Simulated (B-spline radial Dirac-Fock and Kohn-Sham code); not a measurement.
# Te⁶⁺: L3-M45M45 lines in intermediate coupling

System: Te⁶⁺ in the configuration 1s2 2s2 2p6 3s2 3p6 3d10 4s2 4p6 4d10.

Level of theory: relaxed Dirac-Fock hole states (ΔSCF) with Breit and QED corrections and a finite nucleus; an atomic code on a B-spline grid. The two-hole levels come from diagonalising the Coulomb interaction among the jj configurations; intensities are independent-particle Coulomb rates. Kinetic energies are from the vacuum level. Correlation energy is missing from these numbers.

```
kinetic energy (eV)  J  leading jj holes (weight)  leading LS term (weight)  intensity (%)
             3020.7  0                M4M4 (0.84)                ¹S0 (0.79)            1.1
             3037.2  2                M4M4 (0.88)                ¹D2 (0.48)            3.5
             3041.6  4                M4M5 (0.95)                ¹G4 (0.95)           54.7
             3043.1  1                M4M5 (1.00)                ³P1 (1.00)            0.6
             3046.4  2                M4M5 (0.84)                ³P2 (0.53)            3.8
             3046.4  0                M5M5 (0.84)                ³P0 (0.79)            0.9
             3051.6  3                M4M5 (1.00)                ³F3 (1.00)            7.6
             3055.5  2                M5M5 (0.95)                ¹D2 (0.50)            9.7
             3061.0  4                M5M5 (0.95)                ³F4 (0.95)           18.1
```

The strongest line, by its leading LS label ¹G4, lies at 3041.6 eV. The mean weight of the leading component is 0.92 in jj and 0.78 in LS coupling, so jj labels describe these levels better.

Values without a named source are computed, but for edge energies of neutral atoms, which are taken from tables.
